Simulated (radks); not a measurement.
Isoelectronic series with 13 electrons, all held in the configuration [Ne] 3s2 3p1, which need not be the ground one along the series. All-electron calculation, scalar-relativistic Kohn-Sham, PBEsol, spin-polarised, spherical densities, finite nucleus; open shells are filled with parallel spins first; Fermi nuclear charge, rms radius of each element as measured or else 0.836 A^(1/3) + 0.57 fm. Program: a radial shooting solver on a logarithmic mesh with Libxc functionals. Total energies (hartree) and mean radii <r> (bohr):

ion,E (hartree),3p up,3s down,3s up
Al,-242.20302,3.392,2.538,2.552
Si+,-289.02491,2.439,2.057,2.058
P2+,-340.26692,1.961,1.745,1.742
S3+,-395.92233,1.657,1.522,1.519
Cl4+,-455.99183,1.441,1.353,1.351
Ar5+,-520.47983,1.279,1.220,1.218
K6+,-589.39305,1.152,1.113,1.110
Ca7+,-662.73977,1.048,1.023,1.021
Sc8+,-740.52958,0.9628,0.9471,0.9452
Ti9+,-822.77318,0.8907,0.8820,0.8802
V10+,-909.48224,0.8289,0.8254,0.8239
Cr11+,-1000.66920,0.7753,0.7758,0.7744
Mn12+,-1096.34744,0.7283,0.7319,0.7306
Fe13+,-1196.53122,0.6868,0.6927,0.6915
Co14+,-1301.23545,0.6499,0.6575,0.6564
Ni15+,-1410.47614,0.6167,0.6257,0.6247
Cu16+,-1524.26931,0.5868,0.5968,0.5959
Zn17+,-1642.63290,0.5597,0.5705,0.5696
Ga18+,-1765.58478,0.5350,0.5463,0.5456
Ge19+,-1893.14398,0.5124,0.5241,0.5234
As20+,-2025.33071,0.4916,0.5036,0.5030
Se21+,-2162.16519,0.4724,0.4847,0.4840
Br22+,-2303.66922,0.4546,0.4670,0.4664
